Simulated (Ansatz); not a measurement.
Molecule: N-difluoroboranylpropan-2-amine, C₃H₈BF₂N, net charge 0, singlet state. SMILES: N(B(F)F)C(C)C
Coordinates optimised at B3LYP-D3(BJ)/def2-TZVP (Ansatz, a quantum-chemistry and plane-wave program):
```
C
H 1 1.0912
N 1 1.4621 2 106.21
H 3 1.0090 1 114.91 2 180.00
B 3 1.3911 4 118.23 1 -180.00
F 5 1.3377 3 121.83 4 -180.00
F 5 1.3382 6 117.09 3 -180.00
C 1 1.5273 2 108.61 3 -119.15
H 8 1.0903 1 110.79 2 58.66
H 8 1.0914 9 108.53 1 121.94
H 8 1.0936 9 108.16 10 116.70
C 1 1.5273 2 108.61 3 119.15
H 12 1.0903 1 110.79 2 -58.66
H 12 1.0914 13 108.53 1 -121.94
H 12 1.0936 13 108.16 14 -116.70
```

Quantity: atomisation energy (electronic, to ground-state atoms), in kcal/mol. Valence correlation only, unless marked. Open shells are spin-unrestricted. No spin-orbit coupling. Non-relativistic unless marked X2C. The coupled-cluster limit lacks core correlation, which all-electron functionals hold. CBS marks a two-point X^-3 extrapolation of the correlation energy; Hartree-Fock from the larger set.

```json
[
 {"level": "HF/aug-cc-pVTZ", "program": "Ansatz", "atomisation energy (kcal/mol)": "1124.2", "minus last row": "-373.5"},
 {"level": "r2SCANh/def2-TZVPD", "program": "Ansatz", "atomisation energy (kcal/mol)": "1491.2", "minus last row": "-6.5"},
 {"level": "CAM-B3LYP/def2-TZVPD", "program": "Ansatz", "atomisation energy (kcal/mol)": "1504.3", "minus last row": "6.6"},
 {"level": "wB97X-V/def2-TZVPD", "program": "Ansatz", "atomisation energy (kcal/mol)": "1499.9", "minus last row": "2.2"},
 {"level": "SCS-MP2/6-31G", "program": "Ansatz", "atomisation energy (kcal/mol)": "1295.0", "minus last row": "-202.7"},
 {"level": "X2C-CCSD(T)/cc-pVTZ-DK", "program": "Ansatz", "atomisation energy (kcal/mol)": "1462.5", "minus last row": "-35.2"},
 {"level": "CCSD(T)/CBS(cc-pVTZ,cc-pVQZ)", "program": "Ansatz", "atomisation energy (kcal/mol)": "1497.7", "minus last row": "0.0"}
]
```
